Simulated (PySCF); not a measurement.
Ge(F)2(Cl)(NH2), H2ClF2GeN, SMILES [NH2][Ge]([F])([F])[Cl], singlet (CAM-B3LYP/def2-SVP optimised geometry):

```
7

N      1.029    -0.541     0.000
Ge    -0.749    -0.541     0.000
F     -1.325    -1.404    -1.362
F     -1.466    -1.381     1.317
Cl    -1.511     1.433     0.000
H      1.497     0.187     0.530
H      1.511    -1.433     0.054
```

Computed with CAM-B3LYP/def2-TZVP run with PySCF.

Task: What are the frontier orbital energies and the dipole moment?

Result: HOMO-2 -11.42 eV, HOMO-1 -11.37 eV, HOMO -10.28 eV, LUMO 0.17 eV, LUMO+1 1.73 eV; dipole moment 3.10 D.

On the same geometry PBE/def2-TZVP in PySCF gives HOMO-2 -8.46 eV, HOMO-1 -8.42 eV, HOMO -7.21 eV, LUMO -1.88 eV, LUMO+1 0.00 eV; dipole moment 2.99 D.

Meta-Löwdin charges at CAM-B3LYP/def2-TZVP: N1 -0.70, Ge2 1.45, F3 -0.49, F4 -0.50, Cl5 -0.26, H6 0.26, H7 0.25.
